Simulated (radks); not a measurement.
The numbers below are computed, except where a source is named.
The hafnium ion Hf4+, configuration [Xe] 4f14 (the NIST ground configuration). Level of theory: scalar-relativistic Kohn-Sham, PBE, spin-unpolarised, spherical densities, point nucleus (a radial shooting solver on a logarithmic mesh with Libxc functionals). Some entries of the table are withheld. Estimate them.

orbital,occ.,eigenvalue (hartree),<r^2> (bohr^2),<1/r> (bohr^-1)
1s,2,-2400.827,0.0004949,83.84
2s,2,-411.8438,0.007639,19.57
2p,6,-361.7793,0.006284,17.85
3s,2,-95.00402,0.04976,7.241
3p,6,-80.04993,0.05040,(1)
3d,10,-62.36363,(2),(3)
4s,2,-20.34688,(4),3.067
4p,6,-15.44275,0.2819,2.791
4d,10,-9.10794,0.3325,2.475
5s,2,-3.96411,1.417,(5)
5p,6,-2.78216,1.921,0.9998
4f,14,-2.12841,(6),1.925

Answer. 
(1) 3p <1/r> (bohr^-1): 6.712
(2) 3d <r^2> (bohr^2): 0.04186
(3) 3d <1/r> (bohr^-1): 6.350
(4) 4s <r^2> (bohr^2): 0.2476
(5) 5s <1/r> (bohr^-1): 1.183
(6) 4f <r^2> (bohr^2): 0.5731
